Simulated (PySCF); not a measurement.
# What a mistake does to a calculation on ClH3NSi2

These are calculations, not measurements. They come from PySCF 2.14.0, an open-source quantum chemistry program, on an isolated molecule that a program drew, which may never have been made. The molecule is ClH3NSi2 (charge 0, doublet), drawn as the SMILES string `[SiH2]N=[SiH]Cl`.

Each row is a Hartree-Fock (HF) and frozen-core CCSD(T) single point in the cc-pV(D+d)Z basis, meant for a local HF minimum. Run 1 is clean. Each other run has one planted mistake out of seven kinds, and not every kind appears here: one electron removed, one electron added, multiplicity raised by two, geometry at a saddle point, minimal basis STO-3G, one bond length entered in bohr, all coordinates scaled. The reference is restricted for singlets and unrestricted otherwise, and also for a bond in bohr. Adding or removing an electron swaps singlet and doublet. Electrons count all cores. HOMO and LUMO are orbital energies over both spins, the gradient is its largest component, and the lowest frequency (negative if imaginary) is given only where the gradient is small. Bond lengths are over the 6 bonds as drawn. T1 is the CCSD diagnostic: over 0.02 (restricted) or 0.045 (unrestricted) a single reference is doubtful.

Geometry of the clean run:
```xyz
7
ClH3NSi2, angstrom
Si    1.4169    0.8823    1.4024
N    -0.1449    0.9341    1.2745
Si   -1.6592    0.2318    1.3935
Cl   -1.5949   -1.8721    1.4238
H     2.2257   -0.3207    1.6575
H     2.2430    2.0911    1.2829
H    -2.5241    0.5849    0.2482
```

| run | electrons | basis functions | <S^2> | HOMO (eV) | LUMO (eV) | gradient (hartree/bohr) | lowest frequency (cm^-1) | mean bond (Å) | longest bond (Å) | T1 | HF (hartree) | CCSD(T) (hartree) | mistake |
|---|---|---|---|---|---|---|---|---|---|---|---|---|---|
| 1 | 55 | 98 | 0.776 | -8.23 | 0.90 | 2.1e-05 | 55 | 1.6276 | 2.105 | 0.0199 | -1093.58972 | -1094.11912 | no fault |
| 2 | 55 | 35 | 1.122 | -5.98 | 4.98 | 7.1e-02 | - | 1.6276 | 2.105 | 0.0445 | -1081.24176 | -1081.41248 | minimal basis STO-3G |
| 3 | 54 | 98 | 0.000 | -16.27 | -6.23 | 8.6e-02 | - | 1.6276 | 2.105 | 0.0185 | -1093.32197 | -1093.84774 | ? |
| 4 | 55 | 98 | 0.867 | -6.23 | 1.72 | 4.2e-05 | -867 | 1.6091 | 2.045 | 0.0224 | -1093.57021 | -1094.10842 | ? |

**Which mistake was planted in run 3, and what did it cost?**

It counts 54 electrons, one fewer than the clean run, at the same geometry and basis. So the mistake is: one electron removed. Subtracting run 1 and multiplying by 627.51 kcal/mol a hartree, the energy moved by 168.0 kcal/mol in HF and 170.3 kcal/mol in CCSD(T).

**Which mistake was planted in run 4, and what did it cost?**

The gradient is small, so the point is stationary, but the lowest frequency is imaginary (-867 cm^-1). So the mistake is: geometry at a saddle point. Subtracting run 1 and multiplying by 627.51 kcal/mol a hartree, the energy moved by 12.2 kcal/mol in HF and 6.7 kcal/mol in CCSD(T).

